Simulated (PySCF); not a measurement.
C₃H₇AlO₂, SMILES [CH3][Al]1[O]CC[O]1.

Geometry: PBE0-D3(BJ)/def2-SVP. A frequency run showed that this geometry is not a minimum. The values are those of a single conformer.

Calculation: IEF-PCM-B3LYP/def2-SVP in PySCF 2.14.0.

The values are the electrostatic part of the solvation free energy, E(continuum) − E(gas) at the gas-phase geometry, in a cavity of scaled van der Waals radii (PySCF's table); cavitation and dispersion terms are not included. A continuum can't describe solvent molecules that bind to the metal. In vacuum the orbital gap is 6.58 eV. The dipole moment in vacuum is 0.82 D.

Computed values in water (ε = 78.36), dichloromethane (ε = 8.93), acetonitrile (ε = 35.69):
```json
[
 {"solvent": "water", "ε": "78.36", "ΔG(elec) (kcal/mol)": "-6.8", "dipole (D)": "0.91", "gap (eV)": "6.90"},
 {"solvent": "dichloromethane", "ε": "8.93", "ΔG(elec) (kcal/mol)": "-5.7", "dipole (D)": "0.90", "gap (eV)": "6.85"},
 {"solvent": "acetonitrile", "ε": "35.69", "ΔG(elec) (kcal/mol)": "-6.6", "dipole (D)": "0.91", "gap (eV)": "6.89"}
]
```
